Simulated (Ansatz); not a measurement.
`[Cl][GeH]([Cl])[SeH]` + `[SeH][SiH2][SeH]` → `[SeH][SiH]([SeH])[SeH]` + `[Cl][GeH2][Cl]`  (formal exchange of groups at the Se–Ge bond)

Program: Ansatz. Geometries: PBE0-D4/def2-TZVP. ΔE: electronic, gas phase. CCSD(T)/CBS is the MP2 limit (def2-TZVPP, def2-QZVPP) plus CCSD(T) − MP2 in def2-TZVPP, frozen cores. For Ge, Se outer-core shells are correlated without core-valence functions, which leaves a few kJ/mol of doubt a bond. Scalar relativity is left out up to krypton. Each species was taken in one conformer, which may not be the lowest.

```csv
species,HF/CBS(def2) energy (Eh)
`[Cl][GeH]([Cl])[SeH]`,-5395.65382
`[SeH][SiH2][SeH]`,-5091.13392
`[SeH][SiH]([SeH])[SeH]`,-7491.06468
`[Cl][GeH2][Cl]`,-2995.72322
```

(1) Work out ΔE.

Largest T1 diagnostic among the species: 0.009.

## Answers

(1) ΔE = (-7491.06468) + (-2995.72322) − (-5395.65382) − (-5091.13392) = -0.00016 Eh = 0.00 eV. CCSD(T)/CBS gives -0.08 eV.

In def2-TZVPP, CCSD(T) changes the Hartree–Fock value by −0.04 eV (the triples alone add −0.01 eV) and MP2 by −0.07 eV. The D4 term adds −0.04 eV with B3LYP and −0.02 eV with PBE0; it sums over pairs of atoms, weighted by their polarisabilities, and B3LYP, whose exchange is more repulsive, gets the larger term.

B3LYP here is the variant with VWN-RPA as its local correlation; programs differ in this.
